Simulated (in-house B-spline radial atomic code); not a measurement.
## RPA and G0W0 on BLYP: Cd³⁷⁺

Configuration [Ne] 3s1, highest spin, mean-field start BLYP. Computed with a B-spline radial code for spherical atoms: all electrons, non-relativistic, point nucleus, each spin shell either full or empty, empty states to l = 9 with an (l + 1/2)⁻⁴ tail; G0W0 by contour deformation at full frequency.

Without relativity these are model numbers: it shifts the levels of so heavy an element strongly and can reorder them.

Command:
```bash
python run_gw.py task.json out
```
Settings (radii: box in bohr, nucleus in fm):
```
Z                        48
electrons                11
configuration            [Ne] 3s1
hamiltonian              nr
method                   b88,lyp
lmax                     9
spin_polarised           True
box_radius               2.61
intervals                46
ion_configuration        [He] 2s2 2p6
```

Cost of the run: 2.2 s on 1 thread of Arm Neoverse N1 (shared host).

Energies (hartree):

| term | value |
| --- | --- |
| mean-field total | -4292.19322 |
| Hartree-Fock functional on these orbitals | -4291.79723 |
| direct second order | -0.80197 |
| second-order exchange | 0.34695 |
| SOSEX correction | 0.32461 |

(1) What is the RPA correlation energy, and what remains with SOSEX?

Quasi-particle levels (eV):

```
  level  occupied  mean field  Σx - vxc     Σc  QP weight      G0W0
  3s up       yes    -2401.40    -26.04      ?          ?         ?
2p down       yes    -5623.30    -99.55   3.15      0.995  -5719.71
  2p up       yes    -5625.63   -100.68   3.49      0.991  -5722.82
2s down       yes    -5844.01   -120.70   2.57      0.991  -5962.14
3s down        no    -2386.54     35.24  -6.57      0.965  -2357.87
```

G0W0 = mean field + (Σx - vxc) + Σc, with Σc (partial-wave tail included) taken at the quasi-particle energy. Only the outer levels were computed.

(2) Where does G0W0 put 3s up?

(3) What does it cost to remove one electron (to [He] 2s2 2p6) by differences of total energies, each species on its own start (correlation terms add to the Hartree-Fock functional)?

## Answers

(1) RPA gives -0.76532 hartree (-1.89 eV per electron); RPA + SOSEX gives -0.44071, and the second-order doubles -0.45502 hartree (no singles). SOSEX takes back 42 % of the RPA value.

(2) At -2432.07 eV, with Σc = -4.63 eV and a quasi-particle weight of 0.982. The tabulated removal energy is 2498.62 ± 0.08 eV (NIST, semi-empirical); the calculation leaves out relativity, Breit and QED terms, and what these don't explain is the method's own error.

(3) BLYP 2432.66 eV, Hartree-Fock functional 2427.26 eV, + RPA 2430.62 eV, + RPA + SOSEX 2427.93 eV, + second order 2428.02 eV. Tabulated: 2498.62 ± 0.08 eV (NIST, semi-empirical); the calculation leaves out relativity, Breit and QED terms, and what these don't explain is the method's own error.
